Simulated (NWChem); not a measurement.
# Ionisation of silylphosphine (H5PSi)

```xyz
7

Si    -1.0750     0.0955     0.2241
P      1.1290    -0.0772    -0.3490
H     -1.8516    -0.8869    -0.6096
H     -1.5361     1.4869    -0.1148
H     -1.3593    -0.1700     1.6789
H      1.2981    -1.3190     0.3647
H      1.5638     0.7099     0.7785
```
Charge 0, spin multiplicity 1.

The numbers come from NWChem runs, not from measurements. Structure: optimised with PBE/def2-SVP, a minimum by its harmonic frequencies.

Basis set: def2-TZVP. −ε marks an orbital energy of the parent.

B3LYP has NWChem's definition, with VWN1-RPA local correlation.

### Question
For the first vertical ionisation energy, −ε(HOMO) of HF gives 10.18 eV and −ε(HOMO) of B3LYP gives 7.47 eV. What do −ε(HOMO) of PBE, G0W0@BHandHLYP, G0W0@PBE0 give?

### Answer
−ε(HOMO) of PBE: 6.58 eV; G0W0@BHandHLYP: 9.87 eV; G0W0@PBE0: 9.66 eV.
